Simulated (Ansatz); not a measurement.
A CCSD(T) single point on `CC(=O)[SiH2]N`.

```yaml
crystal:
  periodic: [false, false, false]
  atoms:
    - {symbol: C, position_ang: [-1.884949, 0.723715, -0.074486]}
    - {symbol: C, position_ang: [-0.382201, 0.765539, -0.016864]}
    - {symbol: O, position_ang: [0.225449, 1.814172, -0.012692]}
    - {symbol: Si, position_ang: [0.622880, -0.889454, 0.059032]}
    - {symbol: N, position_ang: [2.320470, -0.677450, 0.072361]}
    - {symbol: H, position_ang: [-2.298632, 1.732678, -0.098473]}
    - {symbol: H, position_ang: [-2.274597, 0.180190, 0.792392]}
    - {symbol: H, position_ang: [-2.205117, 0.167436, -0.961530]}
    - {symbol: H, position_ang: [0.243399, -1.697733, -1.131170]}
    - {symbol: H, position_ang: [0.205153, -1.593781, 1.301483]}
    - {symbol: H, position_ang: [2.739290, -0.231946, 0.874488]}
    - {symbol: H, position_ang: [2.765855, -0.348464, -0.770540]}
basis:
  gaussian: {orbitals: def2-TZVPP}
correlation: {method: ccsd_t}
```

```sh
$ ansatz run in.yaml --threads 4 --pin off --events-out ev --progress --plain --max-ram 10444MiB
```

Output of Ansatz, abridged:

```
Functional definition: HF
1556 factors; integrals over basis functions are off by at most 1.3e-3 eV
mean field evaluation 1: about -13550.3097 eV, gradient 4.9e1 eV
mean field evaluation 2: about -13550.5653 eV, gradient 4.9e1 eV
mean field evaluation 4: about -13555.8924 eV, gradient 5.9e0 eV
mean field evaluation 8: about -13556.0205 eV, gradient 5.8e-1 eV
mean field evaluation 16: about -13556.0229 eV, gradient 5.2e-6 eV
mean field -13556.02287827 eV, -498.1746521741 hartree, gradient 5.2e-6 eV, S^2 0.000000; 0 other end points of the search recorded, 0 dependent functions left out
9 core orbitals not correlated: weight in the atoms' cores, before any rotation towards them, 1.000 or more for the frozen orbitals, at most 0.000 for the correlated occupied ones
reference -13556.02287827 eV, -498.1746521741 hartree; 15, 15 occupied and 240, 240 virtual orbitals, 1556 factors
second order -24.40377763 eV of doubles, -0.00000000 eV of singles
cycle   1  -24.72173471 eV  change   -3.2e-1 eV  update   1.2e-1
cycle   2  -25.35053841 eV  change   -6.3e-1 eV  update   3.7e-2
cycle   3  -25.52104141 eV  change   -1.7e-1 eV  update   2.0e-2
cycle   4  -25.50878708 eV  change    1.2e-2 eV  update   5.1e-3
cycle   5  -25.50686360 eV  change    1.9e-3 eV  update   2.5e-3
cycle   6  -25.50784901 eV  change   -9.9e-4 eV  update   7.7e-4
cycle   7  -25.50757154 eV  change    2.8e-4 eV  update   3.1e-4
cycle   8  -25.50749222 eV  change    7.9e-5 eV  update   9.5e-5
cycle   9  -25.50752342 eV  change   -3.1e-5 eV  update   3.9e-5
cycle  10  -25.50752520 eV  change   -1.8e-6 eV  update   1.4e-5
perturbative correction -1.04059310 eV, -0.0382410912 hartree
Total energy: -13582.57099657 eV, -499.1502775267 hartree
```

It took 2.6 min on 4 threads of an Arm Neoverse V2 on a shared host, with 6.6 GiB of host memory at the peak.

The correlation energy is -26.548 eV, 3.9 % of it from (T); the T1 diagnostic reads 0.0137.
